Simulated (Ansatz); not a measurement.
`CN(C)[SiH]([SiH3])Cl` + NH₃ → `N[SiH]([SiH3])Cl` + `CNC` at 500 K and 1 bar (ligand exchange at the Si–N bond).

Program: Ansatz. Geometries: PBE0-D4/def2-TZVP. ΔE: electronic, gas phase. CBS: MP2 limit from def2 TZ/QZ plus the TZ coupled-cluster correction, frozen cores. This one scheme is used for every species. One conformer a species, not always the lowest.

```
               species  CCSD(T)/CBS energy (Eh)  H − E (kJ/mol)  S (J/(mol·K))
`CN(C)[SiH]([SiH3])Cl`              -1174.82266           377.6          514.1
                   NH₃                -56.50880           108.2          211.8
    `N[SiH]([SiH3])Cl`              -1096.32520           211.5          425.1
                 `CNC`               -135.00321           273.8          313.8
```

H − E and S are ideal-gas, rigid-rotor, harmonic terms from PBE0-D4/def2-TZVP, for one conformer and one mirror image of each species. 1 Eh = 2625.50 kJ/mol, R = 8.31446 J/(mol·K).

**Question.** By hand: ΔE, ΔH, ΔS and ΔG.

**Answer.** ΔE = (-1096.32520) + (-135.00321) − (-1174.82266) − (-56.50880) = 0.00305 Eh = 8.0 kJ/mol. Δ(H − E) = 211.5 + 273.8 − 377.6 − 108.2 = -0.5, so ΔH = 7.5 kJ/mol. ΔS = 425.1 + 313.8 − 514.1 − 211.8 = 13.0 J/(mol·K). ΔG = 7.5 − 500 × (13.0)/1000 = 1.0 kJ/mol.

**Question.** By hand: the equilibrium constant, and the temperature at which ΔG would vanish if ΔH and ΔS stayed fixed.

**Answer.** log₁₀ K = −ΔG/(RT ln 10) = -0.1. ΔG = 0 at ΔH/ΔS = 577 K, though so small a ΔH makes that figure unsure.

TΔS isn't small against ΔH here. The sign of ΔG lies within the doubt. A doubt of 5 kJ/mol in ΔE shifts log₁₀ K by 0.5 here. Other conformers and mirror images would add mixing entropy, several J/(mol·K) or more a flexible species. Modes under 60 cm⁻¹, often nearly free rotors, make the harmonic entropy too high. These are equilibria of isolated gas molecules and say nothing of rates. Largest T1 diagnostic: 0.011 (customary marks: 0.02 for closed shells, 0.045 for open ones).
